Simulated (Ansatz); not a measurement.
Consider the redistribution: `B[Si](O)(F)Cl` + `OCBCl` → `B[Si](O)(O)F` + `ClBCCl`.

Calculated with Ansatz (gas phase, PBE0-D4/def2-TZVP geometries, no zero-point term in ΔE). CCSD(T)/CBS is the MP2 limit (def2-TZVPP, def2-QZVPP) plus CCSD(T) − MP2 in def2-TZVPP, frozen cores. Each species was taken in one conformer, which may not be the lowest.

| species | CCSD/CBS(def2) energy (Eh) |
| --- | --- |
| `B[Si](O)(F)Cl` | -950.53304 |
| `OCBCl` | -600.19813 |
| `B[Si](O)(O)F` | -566.53342 |
| `ClBCCl` | -984.21009 |

Problem. Work out ΔE.

Solution. ΔE = (-566.53342) + (-984.21009) − (-950.53304) − (-600.19813) = -0.01234 Eh = -32.4 kJ/mol. CCSD(T)/CBS gives -32.6 kJ/mol.

Largest T1 diagnostic among the species: 0.012.

At CCSD(T), def2-SVP lies +15.0 kJ/mol from the extrapolated value and def2-TZVPP −1.6 kJ/mol. Leaving LDA and LC-ωPBE aside and taking each functional with its dispersion term where it has one, the values, not all of them listed here, spread over 12.3 kJ/mol, from B2PLYP to PBE-D4. LDA lies +3.5 kJ/mol from PBE without D4.
